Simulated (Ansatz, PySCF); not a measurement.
Molecule: GeCl₃, charge 0, multiplicity 2. It need not be the lowest isomer of its formula. 
Coordinates optimised at B3LYP-D3(BJ)/def2-TZVP (Ansatz, a first-principles code):
SMILES: [Cl][Ge]([Cl])[Cl]
```xyz
4

Ge    -0.2080    -0.3291    -0.2549
Cl     1.9194    -0.7419    -0.0750
Cl    -0.4580     1.6203    -1.1853
Cl    -1.0700    -0.2589     1.7402
```
Charge 0, spin multiplicity 2.

Dipole moments at this geometry, in debye (magnitudes).

```csv
level,program,dipole (D)
HF/def2-TZVPD,PySCF,1.51
SVWN5/def2-TZVPD,Ansatz,1.04
PBE/def2-TZVPD,Ansatz,___
revPBE/def2-TZVPD,Ansatz,1.11
PBE0/def2-TZVPD,Ansatz,1.22
TPSSh/def2-TZVPD,PySCF,1.18
M06-2X/def2-TZVPD,PySCF,1.36
LC-wPBE/def2-TZVPD,Ansatz,1.32
wB97M-V/def2-TZVPD,Ansatz,1.30
CCSD(T)/def2-SVPD,Ansatz,___
```

Q: What belongs in the gaps?

A: 
- PBE/def2-TZVPD, dipole (D): 1.09
- CCSD(T)/def2-SVPD, dipole (D): 1.27
